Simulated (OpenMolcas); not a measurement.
# Hf II: CASPT2 settings compared

```yaml
Program: OpenMolcas
Basis: ANO-R2 [8s6p5d3f1g]
Scalar_Hamiltonian: X2C, finite nucleus
Active_space: 3 electrons in 6 orbitals (5d 6s)
State_averaging: 2S+1 = 4 even, 20 roots; 2S+1 = 2 even, 65 roots
Spin-orbit_coupling: RASSI with atomic mean-field integrals over the reference wave functions, term energies averaged over their components
```

Methods on the same reference wave functions:
A. CASSCF
B. SS-CASPT2, IPEA 0.4 Eh, sigma1 regulariser 0.1 Eh (closed shells correlated: 5s 5p)
C. SS-CASPT2, IPEA 0.5 Eh, imaginary shift 0.1 Eh (closed shells correlated: 4f 5s 5p)
D. SS-CASPT2, IPEA 0 Eh, real shift 0.4 Eh (closed shells correlated: 5s 5p)
E. MS-CASPT2, IPEA 0.4 Eh, sigma1 regulariser 0.1 Eh (closed shells correlated: 5s 5p)
F. MS-CASPT2, IPEA 0.5 Eh, imaginary shift 0.1 Eh (closed shells correlated: 4f 5s 5p)

Energies in cm-1 above 5d 6s2 2D 3/2, the measured ground level; measured values from NIST Handbook of Basic Atomic Spectroscopic Data.

```json
{"Level": "5d2 6s 4F 3/2 [75 %]", "A": "-2535", "B": "3130", "C": "3120", "D": "2930", "E": "3770", "F": "4030", "Measured": "3645"}
{"Level": "5d2 6s 4F 5/2 [67 %]", "A": "-1005", "B": "4550", "C": "4530", "D": "4390", "E": "5070", "F": "5310", "Measured": "4905"}
{"Level": "5d 6s2 2D 3/2 [74 %]", "A": "0.0", "B": "0.0", "C": "0.0", "D": "0.0", "E": "0.0", "F": "0.0", "Measured": "0.0"}
{"Level": "5d2 6s 4F 7/2", "A": "1068", "B": "5750", "C": "5730", "D": "5510", "E": "6720", "F": "7000", "Measured": "6344"}
{"Level": "5d 6s2 2D 5/2 [65 %]", "A": "2148", "B": "2290", "C": "2300", "D": "2240", "E": "3020", "F": "3110", "Measured": "3051"}
{"Level": "5d2 6s 4F 9/2", "A": "3226", "B": "7920", "C": "7900", "D": "7680", "E": "8880", "F": "9160", "Measured": "8362"}
{"Level": "5d2 6s 4P 1/2", "A": "8011", "B": "11740", "C": "11790", "D": "11110", "E": "12690", "F": "13040", "Measured": ""}
{"Level": "5d2 6s 4P 3/2", "A": "9042", "B": "12710", "C": "12780", "D": "12150", "E": "13780", "F": "14140", "Measured": ""}
{"Level": "5d2 6s 2F 5/2", "A": "10878", "B": "11840", "C": "12130", "D": "11490", "E": "12390", "F": "12970", "Measured": ""}
{"Level": "5d2 6s 2P 1/2", "A": "11352", "B": "14670", "C": "14870", "D": "13870", "E": "15290", "F": "15730", "Measured": ""}
{"Level": "5d2 6s 2F 7/2 [54 %]", "A": "13117", "B": "14720", "C": "15020", "D": "14340", "E": "15450", "F": "16010", "Measured": ""}
{"Level": "5d3 4F 5/2", "A": "14221", "B": "19790", "C": "19630", "D": "19430", "E": "20760", "F": "20900", "Measured": ""}
{"Level": "5d2 6s 2G 9/2", "A": "14344", "B": "17430", "C": "17590", "D": "16960", "E": "18190", "F": "18580", "Measured": ""}
{"Level": "5d3 4F 7/2", "A": "16344", "B": "21620", "C": "21450", "D": "21250", "E": "22520", "F": "22650", "Measured": ""}
{"Level": "5d2 6s 2D 5/2 [64 %]", "A": "16615", "B": "16600", "C": "16790", "D": "16200", "E": "18340", "F": "19050", "Measured": ""}
{"Level": "5d3 4F 9/2", "A": "18159", "B": "23370", "C": "23240", "D": "22960", "E": "24230", "F": "24380", "Measured": ""}
{"Level": "5d3 4P 1/2", "A": "23333", "B": "27380", "C": "27340", "D": "26600", "E": "28300", "F": "28560", "Measured": ""}
{"Level": "5d3 4P 3/2", "A": "24033", "B": "27850", "C": "27860", "D": "27060", "E": "28610", "F": "28920", "Measured": ""}
{"Level": "5d3 4P 5/2", "A": "25204", "B": "29310", "C": "29270", "D": "28550", "E": "30290", "F": "30550", "Measured": ""}
{"Level": "5d3 2H 9/2 [51 %]", "A": "25364", "B": "28520", "C": "28630", "D": "27940", "E": "29550", "F": "29980", "Measured": ""}
{"Level": "5d3 2G 7/2", "A": "26434", "B": "28740", "C": "29010", "D": "27920", "E": "29850", "F": "30490", "Measured": ""}
{"Level": "5d3 2H 11/2", "A": "28296", "B": "31780", "C": "31810", "D": "31340", "E": "32760", "F": "33100", "Measured": ""}
{"Level": "5d3 2D 3/2", "A": "30004", "B": "31220", "C": "31520", "D": "30400", "E": "32280", "F": "32920", "Measured": ""}
{"Level": "5d3 2D 5/2", "A": "32091", "B": "33420", "C": "33730", "D": "32620", "E": "34570", "F": "35220", "Measured": ""}
```

A puts 5d2 6s 4F 3/2 [75 %] lowest.

Deviations, from unrounded energies. A percentage is the sum of absolute deviations over the sum of measured energies, with the sign that they share, or ± where signs differ.

| Against measurement | Levels | A | B | C | D | E | F |
| --- | --- | --- | --- | --- | --- | --- | --- |
| mean absolute deviation (cm-1) | 5 | 4700 | 530 | 550 | 710 | 240 | 460 |
| fine structure of the ground term (%) | 1 | -29.6 | -24.9 | -24.7 | -26.6 | -1.0 | +1.8 |
| other configurations (%) | 4 | -96.8 | -8.2 | -8.5 | -11.8 | +5.1 | +9.7 |

E lies closest to measurement on these levels and A furthest from it. The largest miss of E in the table is 5d2 6s 4F 9/2, by +520 cm-1. The ranking rests on the paired levels alone, and a cruder setting can come out closer through cancelling errors.

Among B to F the level of the table that moves most is 5d2 6s 2D 5/2 [64 %], by 2900 cm-1 (lowest in D, highest in F). Moves below CASPT2's spread within the term are not significant.

The mean deviations of B to F differ by less than CASPT2's widest spread within a term (980 cm-1), so their order carries little weight.

The lowest spin-free term lies below A's lowest term by 0.207 hartree in B, 0.782 hartree in C, 0.213 hartree in D, 0.212 hartree in E, 0.788 hartree in F.

CASPT2 does not keep the components of a term degenerate, so their means are used; among the terms shown or strongly mixed into the levels shown the widest spread is 980 cm-1 (5d2 6s 2F, F). Configurations are named by rounded mean occupations; where the s occupation lies near a half they are strongly mixed, a name can repeat and a true partner stay unpaired. A single d shell beside an s shell can misplace configurations of different d count against each other. Without dynamic correlation excited terms often stand tens of per cent too high (terms of higher spin than the ground term too low), and those without a measured partner can miss by more than the paired ones (holds for A). Some levels mix across a computed gap that differs much from the measured one, so their mixing is not that of the real levels (holds for A). The lowest computed level is not the ground level that NIST lists (2D3/2) (holds for A). The lowest spin-free term belongs to 5d 6s2, not to the configuration of the lowest level (holds for A). The CASPT2 spread within a term exceeds the gap to the next term for 5d2 6s 4P and 5d2 6s 2F, so the order of their levels is uncertain, and so are names and mixing where such terms share a J (holds for B; D; E; F). Some terms miss by over 15 % even with CASPT2, which points to a basis or an active space too small for the shells correlated (holds for B; C; D). Measured partners are found by configuration, term and J. A level has none where our copy of the source lacks it or the pairing is in doubt (some pairs that miss far off the trend of their configuration count as doubtful), and it then counts in no deviation. Levels of configurations outside the active space are missing. The table leaves out levels that lie high or whose names do not pair safely across all columns.

A share in square brackets marks a mixed level and gives the weight of the term that names it, the lowest over the columns.
